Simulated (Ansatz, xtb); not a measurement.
**F3H3OSiSn: which of two isomers lies lower**

We compare a, `F[Si](F)(F)[O][SnH3]`, a singlet, with b, `[F][SnH2][O][SiH](F)F`, a singlet. Both are isolated molecules in the gas phase, relaxed with PBE0-D4/def2-SVP; each stands in its lowest conformer found.

a (Å):

```xyz
9

F    -1.0219    3.3717    0.0811
F     0.2961    1.2165    0.5796
F    -1.9130    1.6680    1.7941
O    -1.9735    1.0764   -0.7960
Si   -1.1782    1.8101    0.3776
Sn   -2.6712   -0.7055   -1.3869
H    -3.4085   -0.3435   -2.8782
H    -1.3000   -1.7125   -1.5171
H    -3.7655   -1.1934   -0.1722
```

b (Å):

```xyz
9

F    -0.8912    2.1161   -1.0385
F    -2.3782    0.7386    2.3252
F    -1.9518   -1.7811    2.6076
O    -0.8307   -0.4882    0.5838
Si   -1.2509   -0.4061    2.1477
Sn   -1.5386    0.2961   -1.0946
H    -0.7094   -0.4908   -2.3487
H    -3.2341    0.3700   -1.0077
H    -0.1139   -0.1312    3.0388
```

Problem. Estimate E(b) − E(a) at the level CCSD(T)/def2-SVP + ΔMP2/def2-TZVPP.

Solution. Calculated at CCSD(T)/def2-SVP + ΔMP2/def2-TZVPP: E(b) − E(a) = +1.017 eV, so structure a lies lower.

The same difference at several levels:

```csv
level,geometry,E(b) − E(a) (eV),departure from the last row (eV),"job, with rough time for the two"
PBE0-D4/def2-SVP,PBE0-D4/def2-SVP,+0.893,−0.124,"optimisation, 62 s"
HF/def2-SVP,PBE0-D4/def2-SVP,+0.968,−0.049,part of the CCSD(T) run
MP2/def2-SVP,PBE0-D4/def2-SVP,+0.831,−0.185,part of the CCSD(T) run
CCSD(T)/def2-SVP,PBE0-D4/def2-SVP,+0.853,−0.164,single point
CCSD(T)/def2-SVP + ΔMP2/def2-TZVPP,PBE0-D4/def2-SVP,+1.017,,"single point, 77 s"
```

As drawn, b has 1 F–Sn, 1 Si–H in place of 1 F–Si, 1 Sn–H.

None of the levels shown reverses the order. The largest departure from CCSD(T)/def2-SVP + ΔMP2/def2-TZVPP is that of MP2/def2-SVP, 0.185 eV. Levels run at GFN2-xTB geometries aren't shown. The last row adds to CCSD(T) the change of the MP2 difference between the two basis sets, here +0.164 eV, a large step that makes the value less sure.

With thermal terms from frequencies at re-optimised GFN2-xTB minima (ideal gas, soft modes damped towards free rotors, one conformer each, 298.15 K, 1 atm): on the last row, ΔE + ΔZPE = +1.007, ΔH = +1.016, ΔG = +1.006 eV.

The correlated steps freeze 13 core orbitals; the filled d shell of Sn is correlated, in a basis made for valence electrons. Atoms past krypton carry core potentials in the def2 sets and no spin–orbit term is included. Run with Ansatz 0.2.0, xtb 6.7.1; the last row on 2 threads of Arm Neoverse V2 on a shared host.
